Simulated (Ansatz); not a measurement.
Computed with Ansatz on PBE0-D4/def2-TZVP structures; ΔE is electronic, products minus reactants. CCSD(T)/CBS is the MP2 limit (def2-TZVPP, def2-QZVPP) plus CCSD(T) − MP2 in def2-TZVPP, frozen cores. This one scheme is used for every species, atoms too. DFT in def2-TZVPP. B3LYP here is the variant with VWN-RPA as its local correlation; programs differ in this. Open shells (•) are unrestricted, without spin–orbit coupling. Spin–orbit coupling would lower the free atoms: a little for O, Si; clearly for Ga. Bonds to Ga are less sure, by a few kJ/mol each and by 10 to 20 or more in all where they break to atoms, as the def2 sets lack core-valence functions. Scalar relativity is left out up to krypton. One conformer a species, not always the lowest.

`[OH][Ga]([OH])[O][SiH3]` → Ga• + 5 H• + 3 O• + Si•  (atomization)

`[OH][Ga]([OH])[O][SiH3]`:

```xyz
10

O    -1.802    0.625   -1.187
Ga   -0.844    0.789    0.291
O    -1.329    1.903    1.579
O     0.621   -0.181    0.475
Si    1.461   -1.295   -0.379
H    -2.579    1.188   -1.201
H    -0.727    1.901    2.327
H     2.632   -1.712    0.434
H     0.624   -2.490   -0.671
H     1.943   -0.729   -1.668
```

| level | ΔE (kcal/mol) | difference from CCSD(T)/CBS |
| --- | --- | --- |
| PBE-D4 | 831.3 | -6.1 |
| r2SCAN-D4 | 829.8 | -7.6 |
| PBE0-D4 | 812.3 | -25.1 |
| B3LYP-D4 | 819.9 | -17.5 |
| ωB97X-V | 832.2 | -5.2 |
| ωB97M-V | 827.5 | -9.9 |
| B2PLYP | 819.5 | -17.9 |
| PBE | 826.5 | -10.9 |
| r2SCAN | 828.6 | -8.8 |
| PBE0 | 808.1 | -29.3 |
| B3LYP | 812.0 | -25.4 |
| HF/def2-TZVPP | 579.4 | -258.0 |
| MP2/def2-TZVPP | 837.5 | 0.1 |
| SCS-MP2/def2-TZVPP | 830.7 | -6.7 |
| CCSD/def2-TZVPP | 801.0 | -36.4 |
| CCSD(T)/def2-TZVPP | 814.4 | -23.0 |
| HF/def2-QZVPP | 581.7 | -255.7 |
| MP2/def2-QZVPP | 851.5 | 14.1 |
| SCS-MP2/def2-QZVPP | 846.9 | 9.5 |
| HF/CBS(def2) | 582.0 | -255.4 |
| MP2/CBS(def2) | 860.5 | 23.1 |
| CCSD/CBS(def2) | 824.0 | -13.4 |
| CCSD(T)/CBS | 837.4 | 0 |

Largest T1 diagnostic among the species: 0.014.

In def2-TZVPP, CCSD(T) changes the Hartree–Fock value by +235.1 kcal/mol (the triples alone add +13.4 kcal/mol) and MP2 by +258.1 kcal/mol; breaking electron pairs costs correlation energy, which Hartree–Fock lacks. The D4 term adds +7.8 kcal/mol with B3LYP and +4.1 kcal/mol with PBE0; it sums over pairs of atoms, weighted by their polarisabilities, and B3LYP, whose exchange is more repulsive, gets the larger term. From PBE to PBE0 (25 % exact exchange), in def2-TZVPP and without D4, ΔE moves by −18.3 kcal/mol: exact exchange takes away binding that semilocal exchange gives to molecules.

For atomizations the MP2-based limit and the directly extrapolated one differ by several kJ/mol either way, and by 10 to 25 for some Ge, Se and Sn compounds, so smaller differences from it don't rank the levels.
